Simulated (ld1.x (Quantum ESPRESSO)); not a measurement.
**manganese (Mn): one change to a TM semilocal potential, before and after**

| Item | Value |
| --- | --- |
| Element | Mn (Z = 25) |
| Generator | ld1.x (Quantum ESPRESSO) 7.5 |
| Type | norm-conserving Troullier–Martins (semilocal form) |
| Functional | LDA (PZ) |
| Relativity | scalar-relativistic |
| Frozen core | [Ne] 3s2 |
| Valence charge | 13 |
| Reference configuration | 3p6 3d5 4s0 4p0 (charge +2) |
| Partial waves | 4s (bound, empty): rc 2.35 bohr; 3d (bound): rc 1.25 bohr; 3p (bound): rc 0.90 bohr |
| Local potential | the p channel |
| Core correction | a·sin(br)/r model core, default radius (core density twice the valence density) |

Change: core correction a·sin(br)/r model core inside 0.84 bohr.

Cutoffs: the cutoffs (Ry, on a coarse ladder) from which the occupation-weighted sum of valence levels, in a spherical-Bessel basis at the reference potential, stays within 10 and 1 mRy of its value at 400 Ry; they do not see the model core or the augmentation charge, which bear on the density cutoff. Errors are all-electron minus pseudo energies relative to the spin-unpolarised reference configuration.

Task: What does the change do?

Result: The potential gets neither clearly harder nor softer (140 Ry and 230 Ry → 140 Ry and 230 Ry); of the 9 tests that both files solve, the error grows in 2 and shrinks in 0 by more than 15 % and 0.3 meV (median size 43.5 → 43.1 meV); neither file shows a bound ghost. The default core radius of the base comes out at 0.42 bohr. A semilocal file is local in each channel, so a ghost entry of none says nothing of the separable form that plane-wave codes build from it. A wider model core is smoother and lowers the density cutoff, which this test does not measure.

| quantity | base | changed |
| --- | --- | --- |
| cutoff, loose | 140 Ry | 140 Ry |
| cutoff, tight | 230 Ry | 230 Ry |
| bound ghosts | none | none |
| error for 3p6 3d5 4s2 4p0, meV [ΔE -24.53 eV] | -23 | -23 |
| error for 3p6 3d5 4s1 4p0, meV [ΔE -15.88 eV] | -8.7 | -8.6 |
| error for 3p6 3d4 4s0 4p0, meV [ΔE 32.81 eV] | -43 | -43 |
| error for 3p5 3d5 4s2 4p0, meV [ΔE 37.36 eV] | -368 | -366 |
| error for 3p6 3d5 4s1.5 4p0, meV [ΔE -21.07 eV] | -16 | -16 |
| error for 3p6 3d5 4s0 4p1, meV [ΔE -11.06 eV] | +13 | +13 |
| error for 3p6 3d4 4s2 4p0, meV [ΔE -11.08 eV] | -234 | -233 |
| error for 3p6 3d5 4s0 4p0 (spin-polarised), meV [ΔE -5.47 eV] | +232 | +476 |
| error for 3p6 3d5 4s2 4p0 (spin-polarised), meV [ΔE -29.58 eV] | +223 | +454 |
| s: phases at 2.55 bohr within 0.05 rad from the reference energy up to (Ry; the scan ends near 5) | 1.6 | 1.6 |
| p: phases at 2.55 bohr within 0.05 rad from the reference energy up to (Ry; the scan ends near 5) | 4.8 | 4.8 |
| d: phases at 2.55 bohr within 0.05 rad from the reference energy up to (Ry; the scan ends near 5) | 0.3 | 0.3 |
